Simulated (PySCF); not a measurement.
ZrBr3, SMILES [Br][Zr]([Br])[Br] (connectivity only; charge and spin as stated), neutral, multiplicity 2.

The structure is a stationary point at B3LYP-D3(BJ)/def2-SVP. The multiplicity is an assumed one; other spin states were not compared. The def2 effective core potentials stand for the cores of Zr; spin–orbit coupling is left out.

All values below come from TDA-M06-2X/def2-SVPD run with PySCF.

Vertical excitations; the highest root listed may be one member of a degenerate set. The molecule is in vacuum.

Computed lowest excited states:
```csv
state,energy (eV),λ (nm),f,main pairs
root 1,0.65,1915,0.000,α HOMO→LUMO+1 (degenerate set)
root 2,0.65,1915,0.000,α HOMO→LUMO (degenerate set)
root 3,1.75,707,0.002,α HOMO→LUMO+2 97 %
root 4,1.77,699,0.002,α HOMO→LUMO+3 98 %
root 5,3.64,341,0.000,β HOMO→LUMO 99 %
root 6,4.10,303,0.001,β HOMO−2→LUMO (degenerate set)
root 7,4.10,303,0.001,β HOMO−3→LUMO (degenerate set)
root 8,4.41,281,0.000,β HOMO−4→LUMO 98 %
root 9,4.42,281,0.000,β HOMO−5→LUMO 98 %
root 10,4.67,266,0.000,β HOMO−7→LUMO 98 %
```
Unrestricted roots are not spin-pure.
